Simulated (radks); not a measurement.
The numbers below are computed, except where a source is named.
Ionisation ladder of lutetium, from Lu I to Lu XIII. Each ion is in the ground configuration listed by NIST, and IE = E(next ion) - E(this ion). Code: a radial shooting solver on a logarithmic mesh with Libxc functionals. Model: scalar-relativistic Kohn-Sham, PBE, spin-polarised, spherical densities, finite nucleus; open shells are filled with parallel spins first (spin-orbit coupling, left out, can overturn this in heavy ions); Fermi nuclear charge, rms radius 5.37 fm.

| species | configuration | E (hartree) | IE, Delta-SCF (eV) | -e(HOMO) (eV) | HOMO | <r> HOMO (bohr) | IE, NIST (eV) | kind | error (eV) |
|---|---|---|---|---|---|---|---|---|---|
| Lu I | [Xe] 4f14 5d1 6s2 | -14561.4752 | 5.379 | 1.951 | 5d up | 2.89 | 5.426 | exp. | -0.047 |
| Lu II | [Xe] 4f14 6s2 | -14561.2775 | 14.045 | 11.049 | 6s | 3.27 | 14.13 | semi-emp. | -0.085 |
| Lu III | [Xe] 4f14 6s1 | -14560.7614 | 21.295 | 18.005 | 6s up | 3.05 | 20.959 | exp. | +0.335 |
| Lu IV | [Xe] 4f14 | -14559.9788 | 46.499 | 36.208 | 4f | 0.716 | 45.25 | semi-emp. | +1.250 |
| Lu V | [Xe] 4f13 | -14558.2700 | 68.561 | 57.112 | 4f down | 0.684 | 66.8 | semi-emp. | +1.761 |
| Lu VI | [Xe] 4f12 | -14555.7504 | 111.55 | 80.271 | 4f down | 0.658 | 98 | theory | +13.6 |
| Lu VII | [Kr] 4d10 4f13 5s2 5p4 | -14551.6509 | 114.01 | 93.005 | 4f down | 0.664 | 117 | theory | -3.0 |
| Lu VIII | [Kr] 4d10 4f13 5s2 5p3 | -14547.4613 | 134.98 | 111.96 | 4f down | 0.654 | 136 | theory | -1.0 |
| Lu IX | [Kr] 4d10 4f13 5s2 5p2 | -14542.5009 | 145.66 | 132.15 | 4f down | 0.649 | 159 | theory | -13.3 |
| Lu X | [Kr] 4d10 4f12 5s2 5p2 | -14537.1479 | 173.67 | 159.42 | 4f down | 0.628 | 185 | theory | -11.3 |
| Lu XI | [Kr] 4d10 4f12 5s2 5p1 | -14530.7657 | 191.90 | 181.16 | 4f down | 0.623 | 205 | theory | -13.1 |
| Lu XII | [Kr] 4d10 4f12 5s2 | -14523.7136 | 218.68 | 203.48 | 4f down | 0.619 | 238 | theory | -19.3 |
| Lu XIII | [Kr] 4d10 4f11 5s2 | -14515.6772 | 250.06 | 234.12 | 4f down | 0.601 | 276 | theory | -25.9 |

Reference values: NIST Atomic Spectra Database (exp. = measured, semi-emp. = semi-empirical, theory = theoretical value adopted there). The ionisation energy per charge of the ion left behind rises most, in proportion, at Lu IV ([Xe] 4f14), from 7.098 to 11.625 eV. Against the entries that are not theoretical the mean signed error is +1.1 % and the largest +2.8 %. Open shells are spherical and high-spin; term and fine-structure splittings are not resolved. Spin-orbit splitting is averaged out at the scalar-relativistic level.
